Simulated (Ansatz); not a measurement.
`NB(F)O[SiH3]` + H₂ → `NBF` + `O[SiH3]` at 298.15 K and 1 bar (hydrogenolysis of a B–O bond).

Calculated with Ansatz (gas phase, PBE0-D4/def2-TZVP geometries, no zero-point term in ΔE). CBS: MP2 limit from def2 TZ/QZ plus the TZ coupled-cluster correction, frozen cores. This one scheme is used for every species. One conformer a species, not always the lowest.

| species | CCSD(T)/CBS energy (Eh) | H − E (kJ/mol) | S (J/(mol·K)) |
| --- | --- | --- | --- |
| `NB(F)O[SiH3]` | -546.75004 | 189.8 | 350.6 |
| H₂ | -1.17544 | 35.1 | 130.4 |
| `NBF` | -181.19761 | 123.9 | 257.1 |
| `O[SiH3]` | -366.69042 | 113.6 | 257.8 |

H − E and S are ideal-gas, rigid-rotor, harmonic terms from PBE0-D4/def2-TZVP, for one conformer and one mirror image of each species. For small species the MP2-based limit differs from directly extrapolated CCSD(T) by up to some mEh (0.8 for H₂); such offsets cancel only in part. 1 Eh = 2625.50 kJ/mol, R = 8.31446 J/(mol·K).

Q: By hand: ΔE, ΔH, ΔS and ΔG.

A: ΔE = (-181.19761) + (-366.69042) − (-546.75004) − (-1.17544) = 0.03745 Eh = 98.3 kJ/mol. Δ(H − E) = 123.9 + 113.6 − 189.8 − 35.1 = 12.6, so ΔH = 110.9 kJ/mol. ΔS = 257.1 + 257.8 − 350.6 − 130.4 = 33.9 J/(mol·K). ΔG = 110.9 − 298.15 × (33.9)/1000 = 100.8 kJ/mol.

Q: By hand: the equilibrium constant, and the temperature at which ΔG would vanish if ΔH and ΔS stayed fixed.

A: log₁₀ K = −ΔG/(RT ln 10) = -17.7. ΔG = 0 at ΔH/ΔS = 3271 K, far beyond where these terms or the molecules hold.

ΔH outweighs TΔS. A doubt of 5 kJ/mol in ΔE shifts log₁₀ K by 0.9 here. Other conformers and mirror images would add mixing entropy, several J/(mol·K) or more a flexible species. Modes under 60 cm⁻¹, often nearly free rotors, make the harmonic entropy too high. These are equilibria of isolated gas molecules and say nothing of rates. Largest T1 diagnostic: 0.012 (customary marks: 0.02 for closed shells, 0.045 for open ones).
